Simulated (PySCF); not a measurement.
C2H4BNO2.
SMILES with atom numbers: `[OH:1][B:2]([OH:3])[C@H:4]1[CH:5]=[N:6]1` (hydrogens: H7 on O1; H8 on O3; H9 on C4; H10 on C5)

Level of theory: PBE0-D3(BJ)/def2-SVP geometry optimisation, gas phase in PySCF 2.14.0.

(1) List the bond lengths, angles and torsions at this level.

## Answers

(1) 
```csv
bond,length (pm),order
"O1–B2, B2–O3",136.4,single
B2–C4,156.3,single
C4–C5,146.1,single
C5=N6,124.3,double
C4–N6,155.6,single
"O1–H7, O3–H8",96.1,single
C4–H9,109.9,single
C5–H10,109.3,single
```

Bonds in one row agree within 1 pm and their mean is given. Orders are formal, as drawn. A selection of angles:
```csv
angle,degrees
B2–O1–H7,115.5
O1–B2–O3,124.5
O1–B2–C4,117.6
B2–C4–C5,121.8
B2–C4–N6,117.8
B2–C4–H9,117.7
C5–C4–N6,48.5
C5–C4–H9,117.6
N6–C4–H9,114.2
C4–C5–N6,69.7
C4–C5–H10,150.4
N6–C5–H10,139.9
C4–N6–C5,61.7
```

Dihedral angles: O1–B2–C4–C5 157° (antiperiplanar); B2–C4–C5–N6 101° (anticlinal); B2–C4–N6–C5 -109° (anticlinal); H7–O1–B2–O3 0° (synperiplanar); H8–O3–B2–O1 3° (synperiplanar).

The 3-membered ring C4–C5–N6 has internal angles of 48.5° to 69.7°. Of the pairs four or more bonds apart, H7···H8 is among the closest relative to their van der Waals radii: 2.34 Å, 98 % of the sum of Bondi's values. B2 (three-coordinate boron) is planar (angles 124.5°, 117.9° and 117.6°, sum 360.0°, 0.00 Å off the plane of its three neighbours). The 2 C–N bonds span 1.243 Å (C5=N6, drawn double) to 1.556 Å (C4–N6, drawn single), a spread of 0.313 Å.

Point group: C1 (no symmetry element, even within 0.4 Å). Stationary, but not proved a minimum. One conformer, not necessarily the lowest (H–O1–B2–O3 0°, O1–B2–O3–H 3°, O1–B2–C4–C5 157°).
